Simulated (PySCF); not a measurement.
C₂H₆Cd, SMILES [Cd]([CH3])[CH3] (connectivity only; charge and spin as stated), charge -1, multiplicity 2. Atoms are numbered in the order given.

```xyz
9

Cd    -0.2048     0.0397    -0.2414
C      2.0163     0.1393    -0.6571
H      2.5383    -0.7423    -0.2375
H      2.4588     1.0336    -0.1771
H      2.2543     0.1895    -1.7333
C     -1.0066    -0.3342     1.8410
H     -1.5361    -1.3037     1.8894
H     -1.7358     0.4416     2.1369
H     -0.2067    -0.3532     2.6059
```
Charge -1, spin multiplicity 2.

Geometry optimised at ωB97X-D3(BJ)/def2-SVPD. The spin state was assumed, not searched. The isomer is the one that the SMILES or the coordinates give; other isomers of the formula were not compared. The def2 effective core potentials stand for the cores of Cd; spin–orbit coupling is left out.

Computed with ωB97X/def2-TZVPD in PySCF.

The molecule is in vacuum.

Computed frontier levels, dipole moment and polarisability:
| Property | Value |
|---|---|
| α spin, highest occupied and lowest empty level | -0.45 and 5.67 eV |
| β spin, highest occupied and lowest empty level | -3.27 and 4.53 eV |
| dipole moment about the centre of nuclear charge | 0.71 D |
| mean static polarisability | 125.9 bohr³ (18.65 Å³) |
| polarisability, principal values | 110.7, 111.9, 155.0 bohr³ |
| ⟨S²⟩ | 0.755 (pure state 0.75) |
